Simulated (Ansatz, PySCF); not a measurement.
Breaking a bond: LiBr, singlet.

UHF/aug-cc-pVTZ (Ansatz, a first-principles code); RHF/aug-cc-pVTZ (Ansatz); UKS-PBE = unrestricted PBE/aug-cc-pVTZ (Ansatz); RKS-PBE = restricted PBE/aug-cc-pVTZ in Ansatz; UKS-PBE0 = unrestricted PBE0/aug-cc-pVTZ run with Ansatz; RKS-PBE0 = restricted PBE0/aug-cc-pVTZ in Ansatz; UKS-B3LYP = unrestricted B3LYP/aug-cc-pVTZ (Ansatz); RKS-B3LYP = restricted B3LYP/aug-cc-pVTZ run with Ansatz; UKS-B3LYP/6-31G* = PySCF with unrestricted B3LYP/6-31G*, spherical d; RKS-B3LYP/6-31G* = restricted B3LYP/6-31G*, spherical d run with PySCF.

Scanned distances (Å): 1.75, 1.86, 1.96, 2.07, 2.13, 2.17, 2.25, 2.30, 2.40, 2.50, 2.71, 2.98, 3.23, 3.62, 3.94, 4.34, 4.74, 5.36, 5.80, 6.45, 7.48, 8.70.

### Question
Where does the unrestricted solution first break spin symmetry (<S²> of 0.01 or more)?

### Answer
UHF: between 4.74 and 5.36 Å; UKS-PBE: between 3.94 and 4.34 Å; UKS-PBE0: between 3.94 and 4.34 Å; UKS-B3LYP: between 4.34 and 4.74 Å; UKS-B3LYP/6-31G*: between 3.94 and 4.34 Å.

```tsv
R / Å	<S²> UHF	E(RHF) − E(UHF) / kJ/mol	<S²> UKS-PBE	E(RKS-PBE) − E(UKS-PBE) / kJ/mol	<S²> UKS-PBE0	E(RKS-PBE0) − E(UKS-PBE0) / kJ/mol	<S²> UKS-B3LYP	E(RKS-B3LYP) − E(UKS-B3LYP) / kJ/mol	<S²> UKS-B3LYP/6-31G*	E(RKS-B3LYP/6-31G*) − E(UKS-B3LYP/6-31G*) / kJ/mol
1.75	0.00	0.0	0.00	0.0	0.00	0.0	0.00	0.0	0.00	0.0
1.86	0.00	0.0	0.00	0.0	0.00	0.0	0.00	0.0	0.00	0.0
1.96	0.00	0.0	0.00	0.0	0.00	0.0	0.00	0.0	0.00	0.0
2.07	0.00	0.0	0.00	0.0	0.00	0.0	0.00	0.0	0.00	0.0
2.13	0.00	0.0	0.00	0.0	0.00	0.0	0.00	0.0	0.00	0.0
2.17	0.00	0.0	0.00	0.0	0.00	0.0	0.00	0.0	0.00	0.0
2.25	0.00	0.0	0.00	0.0	0.00	0.0	0.00	0.0	0.00	0.0
2.30	0.00	0.0	0.00	0.0	0.00	0.0	0.00	0.0	0.00	0.0
2.40	0.00	0.0	0.00	0.0	0.00	0.0	0.00	0.0	0.00	0.0
2.50	0.00	0.0	0.00	0.0	0.00	0.0	0.00	0.0	0.00	0.0
2.71	0.00	0.0	0.00	0.0	0.00	0.0	0.00	0.0	0.00	0.0
2.98	0.00	0.0	0.00	0.0	0.00	0.0	0.00	0.0	0.00	0.0
3.23	0.00	0.0	0.00	0.0	0.00	0.0	0.00	0.0	0.00	0.0
3.62	0.00	0.0	0.00	0.0	0.00	0.0	0.00	0.0	0.00	0.0
3.94	0.00	0.0	0.00	0.0	0.00	0.0	0.00	0.0	0.00	0.0
4.34	0.00	0.0	0.11	0.6	0.01	0.0	0.00	0.0	0.06	0.1
4.74	0.00	0.0	0.25	3.6	0.19	2.4	0.20	1.9	0.26	3.5
5.36	0.99	18.5	0.38	9.0	0.35	9.8	0.35	8.1	0.40	10.9
5.80	1.00	39.5	0.43	12.3	0.42	15.1	0.42	12.4	0.46	15.6
6.45	1.01	65.4	0.48	16.0	0.49	21.7	0.48	17.6	0.52	21.1
7.48	1.01	96.7	0.53	19.9	0.55	29.5	0.53	23.6	0.57	27.4
8.70	1.01	123.5	0.56	22.3	0.59	35.9	0.57	28.5	0.60	32.2
```
